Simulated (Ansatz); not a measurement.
System: RbI (charge 0, singlet). 
Structure (B3LYP-D3(BJ)/def2-TZVP (Ansatz, a quantum-chemistry and plane-wave program) minimum search):
```
Rb
I 1 3.2609
```

Basis-set convergence of Hartree-Fock and MP2 correlation energies (hartree) with Ansatz. Valence correlation only, unless marked. No spin-orbit coupling. The frozen core is the preceding noble-gas configuration, with the filled d and f shells of earlier blocks. The outer core of K, Ca and their heavier congeners is not correlated, a term that matters for these elements. Past Kr the def2 sets carry scalar-relativistic core potentials.

| basis | functions | E(HF) | E(corr, MP2) |
|---|---|---|---|
| def2-SVPD | 62 | -320.55163 | -0.10845 |
| def2-TZVPPD | 99 | -320.55748 | -0.14425 |
| def2-QZVPPD | 154 | -320.55895 | -0.16576 |

Extrapolating the two largest sets (X = 3 and 4) as X^-3: E(corr) = (64·(-0.16576) - 27·(-0.14425))/37 = -0.1815 Eh, an estimate of the basis-set limit. The largest set recovers 91.3 % of it, the smallest 59.8 %.
